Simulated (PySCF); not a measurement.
# Static response to an electric field

SeBr₂.
Cartesian coordinates in Å at the PBE0-D3(BJ)/def2-SVP level; atoms count from 1:
```
atom  x, y, z in Å
Se1    0.006   -0.007   -0.975
Br2    1.793   -0.018    0.498
Br3   -1.799    0.025    0.477
```

Level: B3LYP/def2-SVPD (PySCF), static field, nuclei fixed, core orbitals frozen in the response. The polarisability tensor in these axes (au):

```
x   102.48  -0.57   0.19
y    -0.57  54.85   0.09
z     0.19   0.09  68.67
```

Q: Diagonalise the tensor; give its mean and Δα, where Δα² is half the sum of the squared differences of the eigenvalues.

A: Principal values 54.84, 68.67 and 102.49 au; mean 75.33 au = 11.16 Å³ = 12.42 × 10⁻⁴⁰ C²·m²/J; Δα = 42.45 au (56 % of the mean).

Q: What is the dipole moment, and where does it point?

A: (0.01, 0.00, -0.65) D, 0.65 D in size, pointing from the negative to the positive side. Measured along this direction, the outermost atoms are Br3 and Br2 at the negative end and Se1 at the positive end.

Q: Rayleigh depolarisation ratio (linearly polarised light, static tensor)?

A: ρ = 3Δα²/(45ᾱ² + 4Δα²) = 5406.9/(255383 + 7209.2) = 0.0206.

Q: How large is μ²/3kT at 250 K beside α?

A: In Gaussian units μ²/3kT = 4.08 Å³ against 11.16 Å³, a ratio of 0.37; the Debye molar polarisation (4π/3)N_A(α + μ²/3kT) is 38.5 cm³/mol, leaving out the vibrational part.

Q: Find the Langevin capture rate constant for NO+ (29.998 u) meeting this molecule (237.753 u), k = 2.342 × 10⁻⁹ cm³/s × √(α in Å³ / reduced mass in u).

A: The reduced mass is 26.64 u, so k = 1.52 × 10⁻⁹ cm³/s. The formula leaves out the permanent dipole, which adds to the capture rate.

Q: Molar refractivity from α?

A: Lorentz–Lorenz: R = (4π/3)N_A α = 2.5225 cm³/(mol·Å³) × 11.16 Å³ = 28.2 cm³/mol, in the limit of long wavelengths.

Q: Refractivity n − 1 of an ideal gas of it at 500 K and 1 atm, from the electronic α?

A: N = p/kT = 1.4678 × 10¹⁹ cm⁻³, so n − 1 = 2π × N × 11.16 × 10⁻²⁴ cm³ = 1030 × 10⁻⁶ at long wavelengths.

Geometry: PBE0-D3(BJ)/def2-SVP; no solvent, vibrations or thermal averaging. The calculation is non-relativistic, for selenium and bromine too.

The run behind these numbers computed excited states as well. Hardware: one thread, Arm Neoverse V2, on a shared host. Cost: 6.9 s of wall time.
